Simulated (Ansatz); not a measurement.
CH$_{4}$Cl$_{2}$Si, SMILES `[SiH3]C(Cl)Cl`, relaxed with RKS PBE-D4/def2-SVP in Ansatz 0.2.0 from a rough embedded geometry. The force threshold is 0.03 eV/Å; the program also tests the step.

Charge 0, multiplicity 1.

Start:

```xyz
8

Si   -0.635    0.575    0.132
C     0.760   -0.532   -0.052
Cl    1.296   -0.508   -1.722
Cl    0.223   -2.217    0.367
H    -1.102    0.659    1.601
H    -0.276    2.034   -0.182
H    -1.848    0.261   -0.682
H     1.583   -0.272    0.539
```

(1) How much energy does the relaxation release, and in how many steps? (An estimate is asked.)

(2) Which bonds change most? (An estimate is asked.)

(3) Give the relaxed structure. (Estimate.)

Results:

(1) The calculation gave: 0.36 eV, in 4 steps.

(2) The calculation gave: Si1–C2 from 1.790 to 1.917 Å; C2–H8 from 1.046 to 1.106 Å; C2–Cl3 from 1.754 to 1.803 Å; Si1–H5 from 1.543 to 1.502 Å.

(3) Ansatz gave: 
```xyz
8

Si   -0.707    0.665    0.177
C     0.752   -0.553   -0.067
Cl    1.298   -0.483   -1.783
Cl    0.221   -2.208    0.410
H    -1.127    0.634    1.619
H    -0.250    2.047   -0.196
H    -1.827    0.217   -0.713
H     1.638   -0.318    0.553
```
